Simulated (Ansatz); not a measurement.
Isomers of CH5NSSi, relaxed with PBE0-D4/def2-TZVP in Ansatz; electronic energies, one conformer each and not always the lowest. Functionals use def2-TZVPP; CBS adds triple-zeta CCSD(T) − MP2 to the MP2 limit of def2-TZVPP and def2-QZVPP.

(1) Order them by energy at frozen-core CCSD(T)/CBS, lowest first. (Best estimate.)
A. `C1N[SiH2]S1`
B. `SC1N[SiH2]1`
C. `NC([SiH3])=S`
D. `NC1[SiH2]S1`
E. `S[SiH]1CN1`
F. `N[SiH]1CS1`
G. `[SiH3]NC=S`

(2) How do MP2/CBS(def2), B3LYP, PBE0-D4, PBE-D4 place them (kcal/mol, against `N[SiH]1CS1`)? (Best estimate.)

## Answers

(1) F (0.0 kcal/mol), A (11.5 kcal/mol), G (20.5 kcal/mol), E (25.9 kcal/mol), D (30.3 kcal/mol), C (31.7 kcal/mol), B (50.0 kcal/mol).

(2) Ansatz gave: 
```json
{"isomer": "`NC([SiH3])=S`", "MP2/CBS(def2)": "34.5", "B3LYP": "26.2", "PBE0-D4": "30.7", "PBE-D4": "27.1"}
{"isomer": "`SC1N[SiH2]1`", "MP2/CBS(def2)": "51.7", "B3LYP": "48.7", "PBE0-D4": "49.2", "PBE-D4": "47.1"}
{"isomer": "`C1N[SiH2]S1`", "MP2/CBS(def2)": "12.5", "B3LYP": "11.7", "PBE0-D4": "11.0", "PBE-D4": "12.1"}
{"isomer": "`NC1[SiH2]S1`", "MP2/CBS(def2)": "31.5", "B3LYP": "28.5", "PBE0-D4": "28.1", "PBE-D4": "25.8"}
{"isomer": "`[SiH3]NC=S`", "MP2/CBS(def2)": "23.1", "B3LYP": "14.8", "PBE0-D4": "21.1", "PBE-D4": "18.5"}
{"isomer": "`S[SiH]1CN1`", "MP2/CBS(def2)": "27.3", "B3LYP": "24.5", "PBE0-D4": "24.9", "PBE-D4": "23.9"}
```

B3LYP here is the variant with VWN-RPA as its local correlation; programs differ in this.
